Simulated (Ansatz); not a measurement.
A trace of molecular dynamics of CH6O3Si (11 atoms, charge 0, multiplicity 1).

Method: Ansatz, RKS PBE/STO-3G.

- ensemble: NVE (velocity Verlet)
- starting velocities drawn for: 500 K
- seed: 746760

| time (fs) | T (K) | potential energy less start (eV) | conserved less start (meV/atom) |
| --- | --- | --- | --- |
| 0 | 500 | 0.000 | 0.00 |
| 6 | 268 | 1.343 | 97.58 |
| 12 | 3614 | 2.533 | 559.64 |
| 18 | 17657 | 12.050 | 2909.89 |
| 24 | 15123 | 14.685 | 2881.45 |
| 30 | 14705 | 15.249 | 2888.52 |
| 36 | 14522 | 15.381 | 2881.24 |
| 42 | 14460 | 15.265 | 2864.06 |
| 48 | 14537 | 15.384 | 2883.04 |
| 54 | 14959 | 14.856 | 2879.68 |
| 60 | 16021 | 13.521 | 2870.63 |
| 66 | 16437 | 12.942 | 2862.05 |
| 72 | 16485 | 12.922 | 2865.26 |
| 78 | 16564 | 12.913 | 2872.84 |
| 84 | 15331 | 14.484 | 2885.18 |
| 90 | 15127 | 14.856 | 2897.53 |
| 96 | 15721 | 13.961 | 2878.83 |
| 102 | 16121 | 14.134 | 2936.97 |
| 108 | 17354 | 15.906 | 3228.44 |
| 114 | 17825 | 18.254 | 3491.70 |
| 120 | 46857 | 29.462 | 7580.98 |

Problem. Can this run be trusted? Judge the integration.

Solution. The conserved energy changed by up to 7600 meV per atom, so the integration failed: the time step of 3 fs is too long for the fastest motions that this run met, and the later frames carry no physical meaning.

Run time: 120 s on 1 thread of Arm Neoverse V1, on a shared host, peak memory 0.09 GiB.
